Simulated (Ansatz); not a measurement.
The first iterations of a band of CH₆GeOSi (10 atoms, charge 0, multiplicity 1).

All numbers below come from RKS PBE-D4/def2-SVP (Ansatz 0.2.0).

```yaml
movable_images: 9
climbing_image: yes
spring: 5.0 eV/Å²
optimiser: quadratic models (default)
start_path: through a guess of the saddle point
force_threshold: 0.05 eV/Å
iteration_limit: 60
end_points: relaxed
```

Initial state:

```xyz
10
Properties=species:S:1:pos:R:3
C -1.474 0.366 -0.959
Ge -0.399 -0.362 0.511
O 1.240 -1.058 -0.233
Si 1.812 0.109 0.860
H -0.946 1.211 -1.437
H -2.456 0.713 -0.580
H -1.638 -0.434 -1.709
H -1.121 -1.537 1.232
H 2.591 -0.383 2.049
H 2.474 1.324 0.269
```

Final state:

```xyz
10
Properties=species:S:1:pos:R:3
C -1.318 0.457 -0.827
Ge -0.296 -0.236 0.720
O 1.549 -0.537 -0.121
Si 1.826 0.726 1.338
H -0.937 1.450 -1.137
H -2.380 0.574 -0.530
H -1.280 -0.248 -1.681
H -0.715 -1.738 0.892
H 2.032 -0.443 2.324
H 1.602 -0.059 -0.974
```

| iteration | highest image above the first end (eV) | largest band force component (eV/Å) |
| --- | --- | --- |
| 1 | 4.260 | 15.346 |
| 2 | 2.697 | 5.118 |
| 3 | 2.169 | 2.072 |

Does the band converge within its limit, and where does its top end?

It converged. It ended after 10 iterations with the highest image 2.218 eV above the first end. A vibrational analysis at the climbing image gives one clearly imaginary mode, 1310i cm⁻¹: a first-order saddle point. The orbitals stay closed-shell, which can raise the energy where a bond breaks towards radicals; this wasn't checked here.

The run took 3.2 min on 2 threads of Arm Neoverse V1 (shared host), peak memory 0.15 GiB.
